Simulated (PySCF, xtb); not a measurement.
Ge(H)(OH)2(OMe) (CH6GeO3), SMILES C[O][GeH]([OH])[OH]. The values are those of a single conformer.

Harmonic wavenumbers (cm⁻¹) from xtb with GFN2-xTB at its own minimum, in rising order: 73, 80, 130, 139, 209, 236, 266, 286, 473, 576, 596, 611, 640, 802, 824, 1058, 1135, 1143, 1412, 1478, 1484, 2000, 2950, 2960, 2979, 3629, 3650.

Question: What does B3LYP-D3(BJ)/def2-SVP (PySCF) give at its own minimum? (The exact figures need the calculation; the answer reports its results.)

Answer: 42, 103, 140, 163, 224, 273, 276, 317, 630, 701, 716, 732, 753, 906, 912, 1121, 1173, 1197, 1469, 1472, 1481, 2192, 2979, 3047, 3096, 3825, 3834. Paired by order, the mean absolute difference is 75 cm⁻¹ and the zero-point energies are 45.5 and 48.3 kcal/mol.
